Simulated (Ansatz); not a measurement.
System: BBr2F, charge 0, singlet. BBr2F (SMILES FB(Br)Br).
B3LYP-D3(BJ)/def2-TZVP minimum from Ansatz (a first-principles code):
```xyz
4

B     -0.5208    -0.3578    -0.0369
F     -1.5994    -1.0988    -0.1135
Br    -0.5035     1.3480    -0.9006
Br     0.9891    -1.0143     0.9350
```

Total energies in hartree (Ansatz). Radicals and triplets start from unrestricted determinants; spin-orbit coupling is neglected. Cores are frozen in correlated methods (noble-gas shells, and filled d and f shells in the p block). No relativity. For partners of very few electrons the exact lower level stands in for a higher one. Spin-orbit terms, left out, reach several kcal/mol for Br and I, and more for heavier atoms.

| species | HF/cc-pVTZ | CCSD(T)/cc-pVTZ | HF/cc-pVQZ | CCSD(T)/cc-pVQZ | CCSD(T)/cc-pVDZ | CCSDT(Q)/cc-pVDZ |
|---|---|---|---|---|---|---|
| 1: BBr2F (SMILES BrB(Br)F) | -5269.22890 | -5269.94505 | -5269.24440 | -5270.02621 | -5269.56174 | -5269.56347 |
| 2: B (doublet) | -24.53207 | -24.59810 | -24.53297 | -24.60084 | -24.58941 | -24.58977 |
| 3: F (doublet) | -99.40552 | -99.62036 | -99.41377 | -99.65026 | -99.52757 | -99.52776 |
| 4: Br (doublet) | -2572.44509 | -2572.60263 | -2572.44802 | -2572.62195 | -2572.47590 | -2572.47619 |

Problem. Work out the atomisation energy (electronic, to ground-state atoms) in kcal/mol: take Hartree-Fock from cc-pVQZ, extrapolate the CCSD(T) correlation energy as X^-3 (X = 3, 4), and add CCSDT(Q) - CCSD(T) in cc-pVDZ. 1 hartree = 627.51 kcal/mol.

Solution. 
Species 1: correlation (64·(-0.78181) - 27·(-0.71615))/37 = -0.82972; step -0.00173; E1 = -5269.24440 + (-0.82972) + (-0.00173) = -5270.07585
Species 2: correlation (64·(-0.06787) - 27·(-0.06603))/37 = -0.06921; step -0.00036; E2 = -24.53297 + (-0.06921) + (-0.00036) = -24.60254
Species 3: correlation (64·(-0.23649) - 27·(-0.21484))/37 = -0.25229; step -0.00019; E3 = -99.41377 + (-0.25229) + (-0.00019) = -99.66625
Species 4: correlation (64·(-0.17393) - 27·(-0.15754))/37 = -0.18589; step -0.00029; E4 = -2572.44802 + (-0.18589) + (-0.00029) = -2572.63420
-1·E1 +1·E2 +1·E3 +2·E4 = 0.53866 hartree = 338.0 kcal/mol.
